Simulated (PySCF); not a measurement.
TiBr3: Ti(III) (d1), charge 0. The structure is a model geometry with rigid ligands and bond lengths from ionic radii, not a minimum; coordination trigonal planar, point group D3h, metal–donor distances 2.35 Å.

Method (PySCF 2.14, density fitting): CASSCF(1,5) with orbitals averaged over all microstates of the shell, strongly contracted NEVPT2 on the averaged canonical orbitals; basis x2c-TZVPall on the metal, x2c-SVPall elsewhere; spin-free X2C; gas phase; spin-orbit coupling by state interaction with the mean-field operator over all roots.

CASSCF energies above the lowest CASSCF root:

```
state  CASSCF / cm⁻¹
 2A1'              0
 2E''           2576
  2E'          11932
```

Q: How does dynamic correlation (SC-NEVPT2) move these states?

A: 
```
state  NEVPT2 / cm⁻¹  shift / cm⁻¹
 2A1'              0             0
 2E''           3670         +1094
  2E'          13333         +1401
```

Charge-transfer states lie outside this active space and may come lower than some of these levels. NEVPT2 lifts 2E'' from 2576 to 3670 cm⁻¹; on the d shell alone such lifts tend to overshoot. NEVPT2 on the d shell alone tends to put d–d bands too high for such charged or covalently bound ions.
